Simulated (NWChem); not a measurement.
System: C3HF3O; SMILES FC1=COC1(F)F

```xyz
8

F     -0.8913    -1.9441     0.0000
C     -0.0176    -0.9539     0.0000
C      1.3169    -0.7881     0.0000
O      1.3060     0.6342     0.0000
C     -0.1409     0.5675     0.0000
F     -0.6565     1.1604    -1.0851
F     -0.6565     1.1604     1.0851
H      2.2589    -1.3479     0.0000
```
Atoms are numbered in this order, from 1.

Results from NWChem. Pople sets run with spherical d functions. Structure relaxed at the PBE-D3(BJ)/def2-SVP level. Atomic charges in e: unrestrained fits to the electrostatic potential beside Mulliken populations; buried atoms are poorly determined by the fit.

Problem. Predict the results for Hartree-Fock/6-31G*. Quantities: ESP F1; Mulliken F1; ESP C2; Mulliken C2; ESP C3; Mulliken C3; ESP O4; Mulliken O4; ESP C5; Mulliken C5; relative RMS misfit of the potential (%).

Solution. 
```yaml
ESP F1: -0.13
Mulliken F1: -0.38
ESP C2: -0.01
Mulliken C2: 0.19
ESP C3: 0.00
Mulliken C3: 0.21
ESP O4: -0.43
Mulliken O4: -0.70
ESP C5: 0.92
Mulliken C5: 1.22
relative RMS misfit of the potential (%): 25
```
